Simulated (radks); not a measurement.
Results of a calculation; reference values are marked as such.
The tellurium ion Te45+, configuration [He] 2s2 2p3.

Level of theory: Dirac Kohn-Sham, BLYP, spin-unpolarised, spherical densities, finite nucleus; open shells fill j = l - 1/2 first; Fermi nuclear charge, rms radius 4.7423 fm (a radial shooting solver on a logarithmic mesh with Libxc functionals).

Energy parts (eV):
part                       energy
total                 -117875.241
kinetic                127330.153
electron-nucleus      -251468.717
Hartree                  8075.566
exchange-correlation    -1812.243

Orbitals (lengths in bohr, moments of r in powers of bohr; <r^-3> diverges for s and p1/2):
| orbital | occ. | eigenvalue (eV) | <r^2> | <r> | <r^-3> | small-component weight |
|---|---|---|---|---|---|---|
| 1s1/2 | 2 | -35344.69 | 0.001042 | 0.02774 | - | 3.67e-02 |
| 2s1/2 | 2 | -8104.878 | 0.01553 | 0.1148 | - | 8.48e-03 |
| 2p1/2 | 2 | -7905.281 | 0.01128 | 0.09617 | - | 8.42e-03 |
| 2p3/2 | 1 | -7601.571 | 0.01238 | 0.1012 | 5403 | 8.06e-03 |
| 3s1/2 | 0 | -3442.950 | 0.08525 | 0.2736 | - | 3.37e-03 |
| 3p1/2 | 0 | -3371.181 | 0.07630 | 0.2568 | - | 3.35e-03 |
| 3p3/2 | 0 | -3289.515 | 0.08071 | 0.2645 | 1488 | 3.25e-03 |

The highest occupied level is 2p3/2 at -7601.6 eV. The electron density at the nucleus is 2.249e+05 e/bohr^3. For comparison, the ionisation energy in NIST's Atomic Spectra Database is 7714 eV (theoretical). In exact Kohn-Sham theory the highest level is minus the ionisation energy, but local and semilocal functionals leave it too shallow, through self-interaction and a potential that decays too fast; potentials with the right tail come closer.

Beside tabulated values, note that spin-unpolarised runs miss the spin-polarisation part of the exchange energy of open shells.
